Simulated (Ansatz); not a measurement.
Ansatz (a first-principles code) input (RPA@PBE/def2-QZVPP):
A basis named .json is the Basis Set Exchange file of that set.

Ansatz 0.2 input:
```yaml
crystal:
  periodic: [false, false, false]
  atoms:
    - {symbol: Y, position_ang: [0.09753654, -0.12750269, 0.30952963]}
    - {symbol: O, position_ang: [1.31815386, -0.07351263, -1.29181942]}
    - {symbol: F, position_ang: [-1.59435064, 0.61785622, -0.19301114]}
basis:
  gaussian:
    orbitals: def2-QZVPP.json
hamiltonian:
  xc: pbe
total_charge: 1
magnetization: {spin_polarized: true, initial_magnetization: 1}
correlation: {method: rpa, electrons: outside_noble_gas}
```

Output:

```
Functional definition: PBE
integrals: 0.32 GiB planned
1217 factors; integrals over basis functions are off by at most 7.2e-4 eV
mean field: 0.84 GiB planned
mean field evaluation 1: about -5773.8804 eV, gradient 8.9e1 eV
mean field evaluation 2: about -5773.8788 eV, gradient 8.9e1 eV
mean field evaluation 4: about -5795.4029 eV, gradient 2.5e1 eV
mean field evaluation 8: about -5798.6061 eV, gradient 7.9e-1 eV
mean field evaluation 16: about -5798.6070 eV, gradient 1.7e-4 eV
mean field evaluation 32: about -5798.8370 eV, gradient 8.1e-7 eV
mean field evaluation 64: about -5798.8370 eV, gradient 1.1e-3 eV
mean field evaluation 96: about -5798.4611 eV, gradient 7.5e0 eV
mean field evaluation 128: about -5715.0757 eV, gradient 6.2e1 eV
mean field -5798.83704236 eV, -213.1033307136 hartree, gradient 1.2e-6 eV, S^2 0.754395; 8 other end points of the search recorded, 0 dependent functions left out
6 core orbitals not correlated
reference -5770.60146126 eV, -212.0656922472 hartree; 8, 7 occupied and 181, 182 virtual orbitals, 1217 factors
Total energy: -5794.00854564 eV, -212.9258867323 hartree
```

The spin state was set by rule; other spins were not relaxed.
